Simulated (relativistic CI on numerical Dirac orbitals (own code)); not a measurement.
**One change at a time: Tl XLIII**

Base calculation: Dirac-Coulomb-Breit CI, separate exchange-only KLI orbitals for each configuration, model QED, unscaled Slater integrals.

Configurations in the expansion (outside the closed core [Ar] 3d10): 4s2.4p6.4d3, 4s2.4p6.4d2.4f, 4s2.4p5.4d4, 4s.4p6.4d4, 4s.4p6.4d3.4f, 4s2.4p6.4d2.5s, 4s2.4p6.4d.4f.5s, 4s2.4p6.4d2.5p, 4s2.4p6.4d2.5d, 4s2.4p5.4d3.5s, 4s2.4p6.4d.4f2, 4s2.4p6.4f3, 4s.4p6.4d.4f3, 4s2.4p6.4f2.5s, 4s2.4p6.4f2.5p, 4s2.4p6.4d.5s2, 4s2.4p6.4f.5s2, 4s.4p6.4d.4f.5s2, 4s2.4p6.5s2.5p. Double excitations out of closed p, d and f shells are left out; levels of such configurations are missing from the list, as are those of other unlisted configurations, and high levels can miss mixing partners. These lack a partner that the ground configuration has and come out too high: 4s2.4p6.4d2.5d, 4s2.4p5.4d3.5s.

Variants: (1) valence Slater integrals scaled by 0.9; (2) non-relativistic limit; (3) only the first configuration. Shifts of the energy above 4s2.4p6.4d3 4F_3/2, in cm⁻¹, for the lowest level and the first level of each name with at least 55 % of one term (blank where a level changes its place among those of its configuration and J or its character, or is not in the variant):

```json
{"Level": "4s2.4p6.4d3 4F_3/2", "Base": "0", "Δ(1)": "0", "Δ(2)": "0", "Δ(3)": "0"}
{"Level": "4s2.4p6.4d3 4F_5/2", "Base": "210404", "Δ(1)": "+2867", "Δ(2)": "-210404", "Δ(3)": "-1996"}
{"Level": "4s2.4p6.4d3 4P_1/2", "Base": "251276", "Δ(1)": "-1126", "Δ(2)": "-205631", "Δ(3)": "+1432"}
{"Level": "4s2.4p6.4d3 4F_7/2", "Base": "454594", "Δ(1)": "+2106", "Δ(2)": "", "Δ(3)": "-2461"}
{"Level": "4s2.4p6.4d3 2P_1/2", "Base": "497735", "Δ(1)": "-1516", "Δ(2)": "-427724", "Δ(3)": "+1480"}
{"Level": "4s2.4p6.4d3 2H_11/2", "Base": "511971", "Δ(1)": "-3612", "Δ(2)": "-435549", "Δ(3)": "-4339"}
{"Level": "4s2.4p6.4d3 2F_7/2", "Base": "540406", "Δ(1)": "-6197", "Δ(2)": "-420096", "Δ(3)": "+1079"}
{"Level": "4s2.4p6.4d3 2D_3/2", "Base": "607760", "Δ(1)": "-11383", "Δ(2)": "-532796", "Δ(3)": "+5463"}
```

At this charge energies of transitions that change n are usually good to better than 1 %, and those within a shell (Δn = 0) to a few per cent.

Ionisation energy from the two ground configurations alone: base 2074.46 eV. The NIST ASD value (theoretical) is 2075 eV.

LS names give the leading component of a level, which can be under half, so a name can repeat, a term be missing and a line seem to break the LS rules.
